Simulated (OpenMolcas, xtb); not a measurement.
**CH7AlOSi (SMILES [CH3][AlH][O][SiH3]): the HOMO–LUMO gap, rung by rung**

CH7AlOSi: 11 atoms, total charge 0, spin state singlet. As SMILES, `[CH3][AlH][O][SiH3]`. Geometry: relaxed at PBE0-D4/def2-TZVP. This is one conformer, not always the lowest.

Each level gives the HOMO–LUMO gap (eV). The values are calculated.

```json
{"level": "GFN0-xTB", "kind": "semi-empirical", "program": "xtb", "value (eV)": "4.78"}
{"level": "HF/cc-pVDZ", "kind": "Hartree–Fock", "program": "OpenMolcas", "value (eV)": "13.08"}
{"level": "SVWN5/cc-pVDZ", "kind": "LDA", "program": "OpenMolcas", "value (eV)": "4.91"}
{"level": "PBE/cc-pVDZ", "kind": "GGA", "program": "OpenMolcas", "value (eV)": "5.04"}
{"level": "M06-L/cc-pVDZ", "kind": "meta-GGA", "program": "OpenMolcas", "value (eV)": "5.87"}
{"level": "r2SCAN/cc-pVDZ", "kind": "meta-GGA", "program": "OpenMolcas", "value (eV)": "5.72"}
{"level": "B3LYP/cc-pVDZ", "kind": "global hybrid", "program": "OpenMolcas", "value (eV)": "6.72"}
{"level": "B2PLYP/cc-pVDZ", "kind": "double hybrid", "program": "OpenMolcas", "value (eV)": "9.39"}
```

The values span 4.78 to 13.08 eV. Orbital gaps aren't excitation energies, and those of double hybrids come from the SCF part alone; they tend to grow with the share of exact exchange.
